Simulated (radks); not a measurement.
Neutral niobium inside a hard spherical wall (all orbitals vanish at R), configuration held at [Kr] 4d4 5s1 and not refilled when levels cross. Calculated with a radial shooting solver on a logarithmic mesh with Libxc functionals: scalar-relativistic Kohn-Sham, PBEsol, spin-polarised, spherical densities, finite nucleus; open shells are filled with parallel spins first (spin-orbit coupling, left out, can overturn this in heavy ions); Fermi nuclear charge, rms radius 4.324 fm. Eigenvalues in eV for spin up, with the zero of energy where the potential of the charges vanishes at infinity; a dash marks a level that is unbound or too diffuse for the functional's potential to be trusted. A positive occupied level is held by the wall or, in an anion where self-interaction has pushed it up, behind a barrier. The pressure on the wall is -dE/dV.

R (bohr)  E (hartree)  kinetic (hartree)    e(4s)    e(4p)   e(5s)   e(4d)  e(5p, empty)  e(6s, empty)  pressure (GPa)
free      -3817.56441           3930.266  -58.644  -34.915  -4.527  -3.720        -1.334             -               0
20        -3817.56441           3930.266  -58.644  -34.915  -4.527  -3.720        -1.334             -        < 0.0001
15        -3817.56440           3930.266  -58.643  -34.915  -4.526  -3.719        -1.327         0.310        < 0.0001
10        -3817.56370           3930.273  -58.586  -34.858  -4.481  -3.669        -1.145         2.160          0.0180
4         -3817.02661           3932.447  -51.169  -27.787   6.715   3.378        14.975        53.880             100
3         -3815.37464           3938.447  -41.625  -18.467  31.752  14.924        45.647        128.27             901
2         -3803.46378           3978.102   -4.950   21.617  155.93  65.528        180.97        410.00           18100
